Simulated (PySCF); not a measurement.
## Exercise with solution: oscillator strength and radiative lifetime

3-fluorobuta-1,2-diene (C4H5F), SMILES C=C=C(F)C.

Geometry: PBE0-D3(BJ)/def2-SVP.

TDA-PBE/def2-SVPD run with PySCF puts the first singlet state with f over 0.02 at 7.06 eV (vertical), with the transition dipole (-0.330, 0.488, 0.000) in atomic units.

### Question
Find the oscillator strength, the wavelength and the radiative lifetime that this transition would have in vacuum if emission retraced absorption.

### Answer

|μ|² = 0.3470 au, so |μ| = 1.50 D. ΔE = 7.06/27.211 = 0.2595 hartree. f = (2/3) ΔE |μ|² = 0.060 (the program prints 0.060).
λ = 1239.84/7.06 = 176 nm; ν = 56943 cm⁻¹.
Einstein's coefficient A = 0.6670 ν² f s⁻¹ (ν in cm⁻¹) = 1.3e8 s⁻¹, so τ = 1/A = 7.7 ns. This state is S5; the lower singlets have f = 0.001, 0.000, 0.001, 0.000. The figure is the radiative limit of this one transition; relaxation, internal conversion, crossing to triplets and a medium change what is measured.
